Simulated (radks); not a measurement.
Values are calculated unless marked as measured or tabulated.
Species: Re V. Configuration: [Kr] 4d10 4f14 5s2 5p5 5d3 6s1 (not the ground configuration).

Code: a radial shooting solver on a logarithmic mesh with Libxc functionals. Model: scalar-relativistic Kohn-Sham, SOGGA, spin-polarised, spherical densities, finite nucleus; open shells are filled with parallel spins first (spin-orbit coupling, left out, can overturn this in heavy ions); Fermi nuclear charge, rms radius 5.3698 fm.

Energy parts (eV):
| part | energy |
|---|---|
| total | -453855.29 |
| kinetic | 501333.58 |
| electron-nucleus | -1119848.55 |
| Hartree | 173458.73 |
| exchange-correlation | -8799.06 |

Orbitals (lengths in bohr, moments of r in powers of bohr; <r^-3> diverges for s and p1/2; r(90%) holds 90 % of the orbital's charge):
| orbital | occ. | eigenvalue (eV) | r(90%) | <r^4> | <r^-3> |
|---|---|---|---|---|---|
| 1s up | 1 | -71662.79 | 0.0329 | 5.464e-07 | - |
| 1s down | 1 | -71662.64 | 0.0329 | 5.464e-07 | - |
| 2s up | 1 | -12469.32 | 0.118 | 0.00008176 | - |
| 2s down | 1 | -12469.02 | 0.118 | 0.00008176 | - |
| 2p up | 3 | -10892.89 | 0.111 | 0.00006456 | 20790 |
| 2p down | 3 | -10892.60 | 0.111 | 0.00006455 | 20790 |
| 3s up | 1 | -2926.396 | 0.290 | 0.002996 | - |
| 3s down | 1 | -2926.234 | 0.290 | 0.002995 | - |
| 3p up | 3 | -2461.332 | 0.296 | 0.003234 | 4661 |
| 3p down | 3 | -2461.150 | 0.296 | 0.003233 | 4661 |
| 3d up | 5 | -1933.027 | 0.278 | 0.002495 | 595.3 |
| 3d down | 5 | -1932.783 | 0.278 | 0.002495 | 595.3 |
| 4s up | 1 | -651.4385 | 0.633 | 0.06972 | - |
| 4s down | 1 | -651.0789 | 0.633 | 0.06966 | - |
| 4p up | 3 | -498.8231 | 0.681 | 0.09300 | 1091 |
| 4p down | 3 | -498.4561 | 0.681 | 0.09277 | 1091 |
| 4d up | 5 | -307.1135 | 0.749 | 0.1350 | 119.7 |
| 4d down | 5 | -306.6608 | 0.748 | 0.1340 | 119.8 |
| 4f up | 7 | -94.1914 | 0.950 | 0.3782 | 21.02 |
| 4f down | 7 | -93.3917 | 0.937 | 0.3560 | 21.23 |
| 5s up | 1 | -136.6608 | 1.46 | 1.994 | - |
| 5s down | 1 | -133.6604 | 1.45 | 1.939 | - |
| 5p up | 3 | -97.4697 | 1.69 | 3.547 | 173.6 |
| 5p down | 2 | -93.8776 | 1.68 | 3.456 | 178.5 |
| 5d up | 3 | -51.4630 | 2.28 | 11.53 | 12.21 |
| 5d down | 0 | -47.2956 | 2.30 | 11.77 | 12.43 |
| 6s up | 1 | -42.8530 | 3.25 | 48.50 | - |
| 6s down | 0 | -39.2492 | 3.29 | 51.41 | - |

The highest occupied level is 6s up at -42.853 eV. The configuration is held as typed, so some empty levels lie below it. The electron density at the nucleus is 1.647e+06 e/bohr^3 (large components only). Summed over all electrons, <r^2> = 35.38 bohr^2, which gives a Langevin (diamagnetic) susceptibility term of -28 x 10^-6 cm^3/mol. The density falls to 0.001 e/bohr^3 at r = 3.52 bohr. Spin moment in Bohr magnetons: 5.
